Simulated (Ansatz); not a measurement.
`N#[C][Ge]([F])([F])[F]` at its PBE0-D4/def2-TZVP geometry, where that method's forces vanish. The species carries charge 0 and has multiplicity 1.

| atom | x (Å) | y (Å) | z (Å) |
| --- | --- | --- | --- |
| N1 | -1.4897 | -1.9721 | -0.4645 |
| C2 | -0.8087 | -1.0707 | -0.2522 |
| Ge3 | 0.3115 | 0.4124 | 0.0971 |
| F4 | -0.6019 | 1.7252 | 0.6585 |
| F5 | 1.1232 | 0.8866 | -1.3133 |
| F6 | 1.4656 | 0.0185 | 1.2744 |

Q: For each bond, give half the difference of the two atoms' forces along it (eV/Å; positive pushes the atoms apart) under PBE-D4, r2SCAN-D4, B3LYP-D4, ωB97M-V in def2-TZVPP. (Estimate.)

A: Computed: 
| bond | length (Å) | PBE-D4 | r2SCAN-D4 | B3LYP-D4 | ωB97M-V |
| --- | --- | --- | --- | --- | --- |
| N1–C2 | 1.150 | 1.47 | 0.58 | 0.00 | -0.25 |
| C2–Ge3 | 1.891 | -0.95 | -0.34 | -0.09 | 0.09 |
| Ge3–F4 | 1.695 | 0.52 | 0.06 | 0.22 | 0.06 |
| Ge3–F5 | 1.695 | 0.52 | 0.06 | 0.22 | 0.06 |
| Ge3–F6 | 1.695 | 0.52 | 0.06 | 0.22 | 0.06 |

B3LYP here is the variant with VWN-RPA as its local correlation; programs differ in this.
